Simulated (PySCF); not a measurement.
## Computed vibrations of [Pb(BH4)3]−

[Pb(BH4)3]− (singlet). PySCF 2.14.0, RKS PBE, Pb def2-SVP with ECP60, B def2-SVP, H def2-SVP; non-relativistic Hamiltonian with scalar-relativistic core potentials where named; density fitting; no spin-orbit coupling. Central differences of gradients.

```xyz
16

Pb    0.0000    0.0000    0.1384
B     2.5550    0.0160   -0.6265
H     3.5361    0.0245   -1.3753
H     2.6022   -0.9069    0.2057
H     1.5882   -0.1978   -1.4378
H     2.4044    1.1220   -0.0724
B    -1.2914    2.2047   -0.6264
H    -1.7892    3.0501   -1.3753
H    -0.5157    2.7070    0.2057
H    -0.6228    1.4744   -1.4378
H    -2.1739    1.5212   -0.0724
B    -1.2637   -2.2207   -0.6265
H    -1.7469   -3.0746   -1.3753
H    -2.0865   -1.8001    0.2057
H    -0.9654   -1.2766   -1.4378
H    -0.2305   -2.6433   -0.0724
```

Run from Python with OMP_NUM_THREADS=2. Where DIIS fails, smearing, a level shift and second-order steps follow.
It took 3 min on 2 threads of Arm Neoverse V2 (shared host).

**Question.** What are the harmonic wavenumbers and infrared intensities?

**Answer.** Modes are labelled in C3; negative numbers are unstable modes, those under 60 cm⁻¹ near the noise; a finer grid moves soft modes by up to 10 cm⁻¹.
| cm⁻¹ | km/mol | symmetry |
| --- | --- | --- |
| 74 | 5.7 | a |
| 80 | 2.5 | e |
| 80 | 2.5 | e |
| 108 | 20.6 | a |
| 144 | 3.2 | e |
| 144 | 3.2 | e |
| 201 | 1.2 | a |
| 203 | 74.6 | e |
| 203 | 74.6 | e |
| 240 | 100.7 | e |
| 240 | 100.7 | e |
| 268 | 0.0 | a |
| 419 | 54.6 | a |
| 456 | 81.2 | e |
| 456 | 81.2 | e |
| 990 | 64.9 | e |
| 990 | 64.9 | e |
| 999 | 5.4 | a |
| 1015 | 0.1 | a |
| 1015 | 12.9 | e |
| 1015 | 12.9 | e |
| 1047 | 12.5 | e |
| 1047 | 12.5 | e |
| 1051 | 10.8 | a |
| 1128 | 0.3 | a |
| 1135 | 0.1 | e |
| 1135 | 0.1 | e |
| 1180 | 1.4 | e |
| 1180 | 1.4 | e |
| 1194 | 0.0 | a |
| 2098 | 358.2 | e |
| 2098 | 358.2 | e |
| 2125 | 13.7 | a |
| 2302 | 11.6 | e |
| 2302 | 11.6 | e |
| 2305 | 62.7 | a |
| 2344 | 13.6 | a |
| 2352 | 185.1 | e |
| 2352 | 185.1 | e |
| 2412 | 169.1 | e |
| 2412 | 169.1 | e |
| 2415 | 202.3 | a |

**Question.** Is this a minimum?

**Answer.** Yes. Ideal gas at 298.15 K and 1 bar: S = 433.7 J/(mol K), Cp = 164.0 J/(mol K), H − H(0 K) = 32.8 kJ/mol (rigid rotor, harmonic modes, spin degeneracy alone).
